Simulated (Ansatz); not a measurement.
Ansatz (a quantum-chemistry and plane-wave program) input:

Ansatz 0.2 input:
```yaml
crystal:
  periodic: [false, false, false]
  atoms:
    - {symbol: Cu, position_ang: [0.00000000, 0.00000000, 0.00000000]}
    - {symbol: F, position_ang: [0.00000000, 0.00000000, 1.73355785]}
    - {symbol: F, position_ang: [-0.00000000, -0.00000000, -1.73355785]}
basis:
  gaussian:
    orbitals: def2-TZVPD
hamiltonian:
  xc: {name: r2SCAN0}
magnetization: {spin_polarized: true, initial_magnetization: 1}
output: {forces: true}
```

What final total energy does it print?

-1840.14329 Eh (r2SCAN0/def2-TZVPD). The basis has 128 functions.

The spin state was set by rule; other spins were not relaxed.
